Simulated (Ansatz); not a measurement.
Program: Ansatz. Geometries: PBE0-D4/def2-TZVP. ΔE: electronic, gas phase. CCSD(T)/CBS adds triple-zeta CCSD(T) − MP2 to the extrapolated MP2 energy (def2 sets, frozen cores). Functionals use def2-TZVPP. HSE06 is defined as in plane-wave codes. Each species was taken in one conformer, which may not be the lowest.

Reaction (formal exchange of groups at the Si–H bond): `[SiH3][SiH2]Cl` + `CN(C)c1ccc(C#N)cc1` → `CN(C)[SiH]([SiH3])Cl` + `N#Cc1ccccc1`

CCSD(T)/CBS gives -22.5 kcal/mol.

(1) Another level gave -20.4 kcal/mol. Which?
A. HF/def2-TZVPP
B. HSE06/def2-TZVPP
C. CAM-B3LYP/def2-TZVPP
D. LDA (SPW92)/def2-TZVPP

Largest T1 diagnostic among the species: 0.013.

Results:

(1) C. CAM-B3LYP -20.4, HF/def2-TZVPP -23.8, HSE06 -18.5, LDA (SPW92) -13.7 kcal/mol.

Leaving LDA and LC-ωPBE aside and taking each functional with its dispersion term where it has one, the values, not all of them listed here, spread over 4.5 kcal/mol, from BHLYP-D4 to PBE-D4. LDA lies +3.7 kcal/mol from PBE without D4. At CCSD(T), def2-SVP lies +4.9 kcal/mol from the extrapolated value and def2-TZVPP +0.7 kcal/mol. In def2-TZVPP, CCSD(T) changes the Hartree–Fock value by +1.9 kcal/mol (the triples alone add +0.7 kcal/mol) and MP2 by +1.7 kcal/mol.
